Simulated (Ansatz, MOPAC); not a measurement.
Molecule: BiF3, net charge 0, singlet state. SMILES: [F][Bi]([F])[F]
Structure (B3LYP-D3(BJ)/def2-TZVP (Ansatz, a quantum-chemistry and plane-wave program) minimum search):
```
Bi
F 1 2.0046
F 1 2.0046 2 95.78
F 1 2.0046 2 95.78 3 96.44
```

Wanted: vertical ionisation energy to the doublet, in eV. Conventions: open shells spin-unrestricted; dispersion terms only where a functional's name holds one; 6-31G* and kin with 6d, 5d where marked; def2 sets with scalar-relativistic core potentials past Kr; each state is the SCF solution reached for its charge and spin; LANL2DZ with its own core potentials from Na on; no spin-orbit coupling. Ab initio and DFT rows: single points at B3LYP-D3(BJ) geometries (Ansatz). Semi-empirical rows: differences of heats of formation at the shared geometry for vertical values.

```
species            coefficient  E at B3LYP/6-31G* with LANL2DZ past Ar (Ansatz), Eh  E at wB97M-V/def2-TZVPD (Ansatz), Eh  heat of formation at PM6 (MOPAC), kcal/mol
-----------------  -----------  ---------------------------------------------------  ------------------------------------  ------------------------------------------
charge 1, doublet           +1                                           -304.59057                            -513.79559                                      213.77
charge 0, singlet           -1                                           -305.02809                            -514.26137                                      -51.56
```

 1 Eh = 27.2114 eV and 1 eV = 23.0605 kcal/mol.

Task: Work the quantity out at each level.

Result: 
- B3LYP/6-31G* with LANL2DZ past Ar: the sum of coefficient times E is 0.43752 Eh, or 11.906 eV. Result: 11.91 eV.
- wB97M-V/def2-TZVPD: the sum of coefficient times E is 0.46578 Eh, or 12.675 eV. Result: 12.67 eV.
- PM6: the sum of coefficient times heat of formation is 265.33 kcal/mol, or 11.51 eV.
